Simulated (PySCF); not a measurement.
## Correlation energy of Pd²⁺ (palladium, charge +2)

[Kr] 4d7 5p1, one real determinant (an excited configuration). Computed with PySCF 2.14 in def2-QZVPPD with the def2 core potential (28 electrons), with scalar relativity through the core potential. Frozen: 4s2 4p6; 8 electrons correlated.

```tsv
level	correlation energy (mhartree)
CCSD	-192.16
(T)	-5.00
CCSD(T)	-197.16
```

Diagnostics: T1 = 0.0086, D1 = 0.0303, largest double amplitude 0.038.

The real determinant used has ⟨L²⟩ near 14 against 20 for a pure G term, so it mixes terms.

Cost of the coupled-cluster step: of the order of 60 core-seconds, for 8 correlated electrons.

Iterations:

```
CC2 = 0
CCSD nocc = (np.int64(6), np.int64(2)), nmo = (84, 84)
frozen orbitals [[0, 1, 2, 3], [0, 1, 2, 3]]
max_cycle = 100
direct = 0
conv_tol = 1e-08
conv_tol_normt = 1e-06
diis_space = 8
diis_start_cycle = 0
Init t2, MP2 energy = -0.188937285702516
Init E_corr(UCCSD) = -0.188937285718049
cycle = 1  E_corr(UCCSD) = -0.19040699998067  dE = -0.00146971426  norm(t1,t2) = 0.0263813
cycle = 2  E_corr(UCCSD) = -0.191388325978089  dE = -0.000981325997  norm(t1,t2) = 0.0113056
cycle = 3  E_corr(UCCSD) = -0.192000092278398  dE = -0.0006117663  norm(t1,t2) = 0.00689355
cycle = 4  E_corr(UCCSD) = -0.192061474158337  dE = -6.13818799e-05  norm(t1,t2) = 0.00359297
cycle = 5  E_corr(UCCSD) = -0.192121229891181  dE = -5.97557328e-05  norm(t1,t2) = 0.00195425
cycle = 6  E_corr(UCCSD) = -0.19215177423895  dE = -3.05443478e-05  norm(t1,t2) = 0.00119798
cycle = 7  E_corr(UCCSD) = -0.19214298542942  dE = 8.78880953e-06  norm(t1,t2) = 0.000789616
cycle = 8  E_corr(UCCSD) = -0.192153733290242  dE = -1.07478608e-05  norm(t1,t2) = 0.000599027
cycle = 9  E_corr(UCCSD) = -0.192160577819865  dE = -6.84452962e-06  norm(t1,t2) = 0.000314311
cycle = 10  E_corr(UCCSD) = -0.19215982901619  dE = 7.48803675e-07  norm(t1,t2) = 0.000161324
cycle = 11  E_corr(UCCSD) = -0.19216029949074  dE = -4.7047455e-07  norm(t1,t2) = 8.81758e-05
cycle = 12  E_corr(UCCSD) = -0.192159990027143  dE = 3.09463598e-07  norm(t1,t2) = 6.88615e-05
cycle = 13  E_corr(UCCSD) = -0.192160165730948  dE = -1.75703806e-07  norm(t1,t2) = 4.52866e-05
cycle = 14  E_corr(UCCSD) = -0.192160255015188  dE = -8.92842396e-08  norm(t1,t2) = 1.65513e-05
cycle = 15  E_corr(UCCSD) = -0.192160315278674  dE = -6.02634865e-08  norm(t1,t2) = 8.89064e-06
cycle = 16  E_corr(UCCSD) = -0.192160358850836  dE = -4.35721616e-08  norm(t1,t2) = 6.20679e-06
cycle = 17  E_corr(UCCSD) = -0.192160472333218  dE = -1.13482382e-07  norm(t1,t2) = 4.3511e-06
cycle = 18  E_corr(UCCSD) = -0.192160534074007  dE = -6.17407895e-08  norm(t1,t2) = 2.51809e-06
cycle = 19  E_corr(UCCSD) = -0.192160514689481  dE = 1.93845262e-08  norm(t1,t2) = 1.44105e-06
cycle = 20  E_corr(UCCSD) = -0.192160484438139  dE = 3.02513423e-08  norm(t1,t2) = 1.00266e-06
cycle = 21  E_corr(UCCSD) = -0.192160470667671  dE = 1.37704676e-08  norm(t1,t2) = 5.92419e-07
cycle = 22  E_corr(UCCSD) = -0.19216046946786  dE = 1.19981142e-09  norm(t1,t2) = 3.32981e-07
UCCSD converged
E(UCCSD) = -125.8956815531478  E_corr = -0.1921604694678599
UCCSD(T) correction = -0.00499691350328663
```

The reference is one real determinant that mixes LS terms of this configuration.
